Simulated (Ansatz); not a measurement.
System: H2Mg, singlet: symmetric bend, bond length relaxed. Scanned: H-Mg-H angle. Other coordinates (Mg-H bond length) were minimised at B3LYP/def2-TZVP.

Methods: RKS-PBE/cc-pVTZ = restricted PBE/cc-pVTZ run with Ansatz (a program for electronic structure); RKS-PBE0/cc-pVTZ = restricted PBE0/cc-pVTZ run with Ansatz; FCI/cc-pVTZ = full CI/cc-pVTZ, frozen core (Ansatz).

Energies relative to the lowest point of each profile, in kcal/mol; the last columns give the error against full CI:

```
a / °   RKS-PBE/cc-pVTZ  RKS-PBE0/cc-pVTZ  FCI/cc-pVTZ  RKS-PBE/cc-pVTZ − FCI/cc-pVTZ  RKS-PBE0/cc-pVTZ − FCI/cc-pVTZ
------  ---------------  ----------------  -----------  -----------------------------  ------------------------------
180                 0.0               0.0          0.0                            0.0                             0.0
169.48              0.4               0.4          0.4                            0.0                             0.0
161.80              1.1               1.1          1.1                           -0.1                             0.0
149.18              3.1               3.3          3.3                           -0.2                             0.0
138.16              5.8               6.1          6.2                           -0.4                            -0.1
132.32              7.6               8.0          8.1                           -0.5                            -0.1
121.58             11.8              12.4         12.5                           -0.8                            -0.1
110.42             17.3              18.3         18.3                           -1.0                            -0.1
101.29             23.0              24.2         24.3                           -1.3                            -0.1
90.50              31.3              32.9         32.8                           -1.5                             0.1
80.80              40.7              42.6         42.4                           -1.7                             0.3
69.17              54.9              57.3         56.5                           -1.6                             0.8
60                 68.7              71.5         70.1                           -1.4                             1.4
```

RKS-PBE/cc-pVTZ is furthest from FCI/cc-pVTZ at 80.80 (-1.7 kcal/mol, below); its mean absolute error over the points is 0.8 kcal/mol.

RKS-PBE0/cc-pVTZ is furthest from FCI/cc-pVTZ at 60 (1.4 kcal/mol, above); its mean absolute error over the points is 0.2 kcal/mol.
